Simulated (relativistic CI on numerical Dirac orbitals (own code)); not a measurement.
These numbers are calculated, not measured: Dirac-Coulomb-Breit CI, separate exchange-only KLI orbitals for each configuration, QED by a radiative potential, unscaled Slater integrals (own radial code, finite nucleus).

The strongest absorption lines from the ground level of an ion, among the configurations computed and to levels below about 2280 eV (vacuum wavelength in Å, gf): 5.9209 (0.53), 5.9332 (0.37), 6.0298 (0.63), 6.0416 (0.96), 6.0477 (1.7), 6.0529 (1.4), 6.0763 (0.86), 6.2257 (1.4).

Task: Which ion is it?
A. Zn²³⁺
B. Y³²⁺
C. As²⁶⁺
D. Kr²⁹⁺

Result: D. Kr²⁹⁺ has 7 electrons and the ground level 2s²2p³ ⁴S°3/2; the strongest line goes to 2s²2p²3d ⁴P3/2. The pattern of lines fixes the number of electrons, and along that sequence the line energies rise steadily with the charge (about as its square where n changes within one kind of shell, about linearly where n is kept but much faster in heavy ions where fine structure, which grows about as Z⁴, sets the gap, and irregularly where shells cross), which fixes Z. Configurations outside the model, such as inner-shell arrays, can give stronger lines. At this charge energies of transitions that change n are usually good to better than 1 %, and those within a shell (Δn = 0) to a few per cent.

LS names give the leading component of a level, which can be under half, so a name can repeat, a term be missing and a line seem to break the LS rules.
